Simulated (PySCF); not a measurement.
H3InO, singlet, at a GFN2-xTB geometry (such geometries of metal compounds can be far from the true shape) (core potentials on In). Base run: B3LYP/def2-SVP, polarisability (PySCF).

Input for PySCF:
```python
from pyscf import gto, scf, dft
from pyscf.prop import polarizability

mol = gto.M(
    atom='''
In    0.023694   -0.135809   -0.234994
H    -1.359881   -0.136055   -1.195846
H     1.504410   -0.892823   -0.608732
O    -0.219998    0.841698    1.405640
H     0.454447    0.949928    2.074183
''',
    basis='def2-svp',
    ecp={'In': 'def2-svp'},
    charge=0,
    spin=0,
    verbose=3,
)

mf = dft.RKS(mol)
mf.xc = 'b3lyp'
mf.kernel()
alpha = mf.Polarizability().polarizability()[2, 2]
print('alpha_zz =', alpha)
```

Variants of this job, named by their change:

```
change                                         alpha_zz (bohr³)  basis functions  core-seconds (rough)
---------------------------------------------  ----------------  ---------------  --------------------
base                                                      35.82               55                     6
functional = camb3lyp                                     34.73               55                    20
functional = pbe0                                    (withheld)               55                     5
finite field (a.u.) = 2e-4; conv_tol = 1e-11              35.82               55                     8
functional = hf                                           30.40               55                     1
basis = def2-TZVPD                                        44.89              123                    30
finite field (a.u.) = 0.05; conv_tol = 1e-11              36.81               55                     8
finite field (a.u.) = 0.02; conv_tol = 1e-11              35.96               55                     9
basis = def2-TZVP                                         40.97               99                    20
basis = STO-3G                                       (withheld)       (withheld)                     4
finite field (a.u.) = 0.001; conv_tol = 1e-11             35.82               55                     7
finite field (a.u.) = 2e-4; conv_tol = 1e-6               20.26               55                     6
```

Q: What belongs in the gaps?

A: 
- functional = pbe0, alpha_zz (bohr³): 35.27
- basis = STO-3G, alpha_zz (bohr³): 23.40
- basis = STO-3G, basis functions: 35

Finite-field rows take the second difference of the energy in a field along z; a small field with loose convergence shows SCF noise divided by the square of the field, and a large one adds hyperpolarisability.
